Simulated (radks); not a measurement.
All-electron atom: Ca II in [Ar] 4s1.

Calculated with a radial shooting solver on a logarithmic mesh with Libxc functionals: non-relativistic Kohn-Sham, LDA (Slater exchange, Perdew-Wang correlation), spin-unpolarised, spherical densities, point nucleus.

Energy parts (hartree):
part                       energy
total                  -675.49891
kinetic                 674.43395
electron-nucleus      -1596.19652
Hartree                 280.23800
exchange-correlation    -33.97433

Orbitals (lengths in bohr, moments of r in powers of bohr; r(max) is where P^2 peaks; r(90%) holds 90 % of the orbital's charge):
orbital  occ.  eigenvalue (hartree)  r(90%)      <r^4>   r(max)
1s          2             -144.1952   0.138  0.0001671  0.05092
2s          2             -15.30563   0.573    0.04555   0.3029
2p          6             -12.54419   0.543    0.03743   0.2474
3s          2              -1.96126    1.75      3.989   0.9982
3p          6              -1.28430    1.96      6.415    1.047
4s          1              -0.33562    5.26      322.1    3.122

The highest occupied level is 4s at -9.133 eV. Summed over all electrons, <r^2> = 30.18 bohr^2, which gives a Langevin (diamagnetic) susceptibility term of -23.9 x 10^-6 cm^3/mol. The density falls to 0.001 e/bohr^3 at r = 4.29 bohr. The electron density at the nucleus is 5293 e/bohr^3. Virial ratio -V/T = 2.00158.
